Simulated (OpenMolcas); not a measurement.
A calculation on F5+.

* Program: OpenMolcas 26.06
* Method: CASSCF
* Basis: ANO-RCC-VTZP [4s3p2d1f]
* Scalar Hamiltonian: DKH2, point nucleus
* Active space: 2 electrons in 4 orbitals (2s 2p)
* State averaging: 2S+1 = 1 even, 1 root; 2S+1 = 3 even, 3 roots kept (CI in the orbitals of an earlier block); 2S+1 = 1 odd, 3 roots; 2S+1 = 3 odd, 3 roots kept (CI in the orbitals of an earlier block)
* Spin-orbit coupling: RASSI with atomic mean-field integrals over the reference wave functions, term energies averaged over their components

(1) Which level of the active space comes out lowest?

(2) How high does 2s 2p ³P°₁ lie?

(3) How high does 2s 2p ¹P°₁ lie?

(4) How high does 2s 2p ³P°₀ lie?

Measured values: Moore, Atomic Energy Levels, vol. I, NSRDS-NBS 35 (1971 reprint of NBS Circular 467, 1949).

Answers

(1) 2s² ¹S₀, with 100 % of that term; it is also the measured ground level.

(2) 99436 cm⁻¹ above the lowest level; measured 96861 cm⁻¹ above the ground level, so the calculation is off by +3 %.

(3) 199743 cm⁻¹ above the lowest level.

(4) 99162 cm⁻¹ above the lowest level.

Terms from blocks run as CI alone lack orbitals of their own. Computed and measured levels are paired by configuration, term and J; levels that our copy of the source lacks, or whose pairing is in doubt (as where it misses far off the trend of its configuration), stay unpaired and out of the deviations. Levels of configurations outside the active space are missing.

° marks odd parity.
